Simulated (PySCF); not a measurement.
**V²⁺: excitation energy**

V²⁺ [Ar] 3d3 (4F) → V²⁺ [Ar] 3d2 4s1 (4F), as a difference of total energies. Computed with PySCF 2.14 in def2-QZVPPD (11s6p5d3f2g, 93 functions), with no relativity, point nucleus. Correlated levels: valence and next inner shell: [Ne] frozen. The calculations carry no spin-orbit coupling.

```
                                method  excitation energy (eV)
                                   UHF                   5.396
    MP2 (valence and next inner shell)                   5.723
SCS-MP2 (valence and next inner shell)                   5.609
   CCSD (valence and next inner shell)                   5.615
CCSD(T) (valence and next inner shell)                   5.607
```

Question: How much does correlation contribute at CCSD(T) (valence and next inner shell)?

Answer: 5.607 − (5.396) = 0.211 eV, measured against UHF.
